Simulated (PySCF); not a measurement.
ClH7OSi3.
Geometry (GFN2-xTB, Å), atoms numbered from 1 in this order:
```xyz
12
ClH7OSi3 angstrom
Si    -2.221    0.712    0.229
O     -1.058   -0.396    0.034
Si     0.338   -1.162   -0.270
Si     2.022    0.254    0.418
Cl     3.806   -0.714    0.333
H     -3.133    0.558   -0.901
H     -1.574    2.023    0.236
H     -2.848    0.399    1.509
H      0.327   -1.455   -1.710
H      0.216   -2.429    0.461
H      2.207    1.464   -0.397
H      1.920    0.746    1.798
```

The calculation used B3LYP/def2-SVPD in PySCF (dipole) on a GFN2-xTB geometry, gas phase.

Take the most abundant isotopes and a rigid rotor. The values belong to one conformer with, in the numbering `[SiH3:1][O:2][SiH2:3][SiH2:4][Cl:5]`, Si1–O2–Si3–Si4 35°, O2–Si3–Si4–Cl5 172°.

Problem. What are A, B and C (MHz)?

Solution. Ia = 81.45, Ib = 738.91, Ic = 802.50 u·Å²; 505379 MHz·u·Å²/I gives A = 6205, B = 684.0, C = 629.8 MHz.

Problem. What kind of rotor is it?

Solution. A near-prolate asymmetric top: κ = (2 × 684.0 − 6205 − 629.8)/(6205 − 629.8) = -0.98.

Problem. Is it planar, by Δ = Ic − Ia − Ib?

Solution. Not planar: Δ = Ic − Ia − Ib = -17.86 u·Å². For a rigid frame Δ = −2 Σ m c², so Σ m c² = 8.93 u·Å² lies off the ab plane: 8.57 from hydrogen and 0.35 from heavier atoms. The atom farthest from that plane is 1.37 Å away.

Problem. Which types of transition are allowed, and where do some lines up to J = 3 fall?

Solution. The dipole components are |μa| = 1.59 D, |μb| = 0.39 D, |μc| = 0.16 D. The squared components, which scale the intensities, stand as 1.00 : 0.06 : 0.01 (a : b : c). Some lines, for components of 0.1 D or more:

```tsv
type	branch	J(Ka,Kc)	MHz	lower level (cm⁻¹)
a	Q	3(1,2) ← 3(1,3)	325	0.443
a	R	2(1,2) ← 1(1,1)	2573	0.228
a	R	2(1,1) ← 1(1,0)	2682	0.230
a	R	3(1,3) ← 2(1,2)	3860	0.314
a	R	3(0,3) ← 2(0,2)	3940	0.131
a	R	3(2,2) ← 2(2,1)	3941	0.872
a	R	3(1,2) ← 2(1,1)	4022	0.319
c	Q	3(1,3) ← 3(0,3)	5387	0.263
b	Q	3(1,2) ← 3(0,3)	5712	0.263
c	R	1(1,0) ← 0(0,0)	6889	0.000
b	R	2(1,2) ← 1(0,1)	8094	0.044
c	R	3(1,2) ← 2(0,2)	9652	0.131
c	Q	3(2,2) ← 3(1,2)	16481	0.453
b	Q	3(2,1) ← 3(1,2)	16483	0.453
b	R	2(2,1) ← 1(1,0)	19244	0.230
c	R	2(2,0) ← 1(1,0)	19244	0.230
b	R	2(2,0) ← 1(1,1)	19298	0.228
c	R	3(2,2) ← 2(1,2)	20666	0.314
b	R	3(2,1) ← 2(1,2)	20668	0.314
c	Q	3(3,1) ← 3(2,1)	27737	1.003
b	Q	3(3,0) ← 3(2,1)	27737	1.003
b	Q	3(3,1) ← 3(2,2)	27739	1.003
b	R	3(3,1) ← 2(2,0)	31680	0.872
c	R	3(3,0) ← 2(2,0)	31680	0.872
b	R	3(3,0) ← 2(2,1)	31680	0.872
```

No frequency check. These are rigid-rotor constants of the computed structure; measured ground-state constants (B0) also hold zero-point vibration. A rigid rotor knows nothing of internal rotation, which can split or shift real lines. Quadrupole hyperfine structure (35Cl) is left out.

Time: 48 s (grids of density and orbitals included); peak memory 0.65 GiB. Hardware: one thread, Arm Neoverse N1 (aarch64), on a shared host. This is the B3LYP/def2-SVPD job that gave the dipole, with the excitations it also computed.
